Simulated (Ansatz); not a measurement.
Mg2S2 was relaxed with r2SCAN-D4 (def2-TZVP) in Ansatz in these states: neutral quintet, neutral singlet, neutral triplet. The geometries follow in no particular order.

A:

```xyz
4

Mg   -0.297    0.380   -1.637
Mg    0.297   -0.380    1.637
S    -1.602    0.890    0.497
S     1.602   -0.890   -0.497
```

B:

```xyz
4

Mg    0.2570   -0.9044   -0.9103
Mg   -0.2570    0.9044    0.9103
S     1.5817   -0.4924    0.9357
S    -1.5817    0.4924   -0.9357
```

C:

```xyz
4

Mg   -1.216   -0.831   -0.223
Mg    1.216    0.831    0.223
S     0.981   -1.155   -1.047
S    -0.981    1.155    1.047
```

Task: Judge from the bond lengths which geometry belongs to which state (an estimate).

Result: A is the neutral quintet (Mg1–Mg2 3.414 Å, Mg2–S4 2.553 Å, Mg1–S3 2.553 Å); B is the neutral singlet (Mg1–Mg2 2.617 Å, Mg2–S4 2.309 Å, Mg1–S3 2.309 Å); C is the neutral triplet (Mg1–Mg2 2.980 Å, Mg2–S4 2.369 Å, Mg1–S3 2.369 Å).

At PBE0-D4/def2-TZVP a singlet lies 4.13 eV below the neutral quintet. At PBE0-D4/def2-TZVP a singlet lies 1.93 eV below the neutral triplet. These are the stationary points nearest to one start from a short search; other shapes may lie lower in each state.
